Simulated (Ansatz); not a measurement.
CH4AlN, SMILES `N[C][AlH2]` (lower singlet) (charge 0, multiplicity 1). This singlet lies 0.93 eV below the relaxed triplet at the level frozen-core CCSD(T)/cc-pVTZ // PBE0-D3(BJ)/def2-TZVP (Ansatz, a quantum-chemistry and plane-wave program).

Method: frozen-core CCSD(T)/cc-pVTZ // PBE0-D3(BJ)/def2-TZVP run with Ansatz.

Ansatz 0.2 input:
```yaml
crystal:
  periodic: [false, false, false]
  atoms:
    - { symbol: N, position_ang: [-1.536912, 0.199567, -0.139253] }
    - { symbol: C, position_ang: [-0.282718, 0.036123, -0.025849] }
    - { symbol: Al, position_ang: [1.532476, -0.199181, 0.139149] }
    - { symbol: H, position_ang: [-2.082719, -0.165024, -0.922021] }
    - { symbol: H, position_ang: [-2.101363, 0.709163, 0.542855] }
    - { symbol: H, position_ang: [2.455711, 0.911262, -0.510803] }
    - { symbol: H, position_ang: [2.015527, -1.49191, 0.915923] }
basis:
  gaussian: { orbitals: cc-pVTZ }
correlation:
  method: ccsd_t
```

Output:

```
Functional definition: HF
873 factors; integrals over basis functions are off by at most 1.1e-3 eV
mean field evaluation 1: about -9155.2839 eV, gradient 2.5e1 eV
mean field evaluation 2: about -9155.2918 eV, gradient 2.5e1 eV
mean field evaluation 4: about -9157.1856 eV, gradient 3.1e0 eV
mean field evaluation 8: about -9157.2262 eV, gradient 1.8e-1 eV
mean field evaluation 16: about -9157.2148 eV, gradient 4.4e-1 eV
mean field -9157.22653012 eV, -336.5218679907 hartree, gradient 2.0e-6 eV, S^2 0.000000; 0 other end points of the search recorded, 0 dependent functions left out
7 core orbitals not correlated
reference -9157.22653012 eV, -336.5218679907 hartree; 8, 8 occupied and 135, 135 virtual orbitals, 873 factors
second order -11.86962132 eV of doubles, -0.00000000 eV of singles
cycle   1  -12.31525384 eV  change   -4.5e-1 eV  update   8.9e-2
cycle   2  -12.70675850 eV  change   -3.9e-1 eV  update   3.0e-2
cycle   3  -12.79348948 eV  change   -8.7e-2 eV  update   1.8e-2
cycle   4  -12.78119746 eV  change    1.2e-2 eV  update   6.1e-3
cycle   5  -12.78298712 eV  change   -1.8e-3 eV  update   2.6e-3
cycle   6  -12.78270033 eV  change    2.9e-4 eV  update   7.4e-4
cycle   7  -12.78240693 eV  change    2.9e-4 eV  update   2.9e-4
cycle   8  -12.78246196 eV  change   -5.5e-5 eV  update   1.2e-4
cycle   9  -12.78248145 eV  change   -1.9e-5 eV  update   5.1e-5
cycle  10  -12.78245212 eV  change    2.9e-5 eV  update   1.8e-5
cycle  11  -12.78246657 eV  change   -1.4e-5 eV  update   6.3e-6
perturbative correction -0.53240995 eV, -0.0195657046 hartree
Total energy: -9170.54140663 eV, -337.0111806773 hartree
```
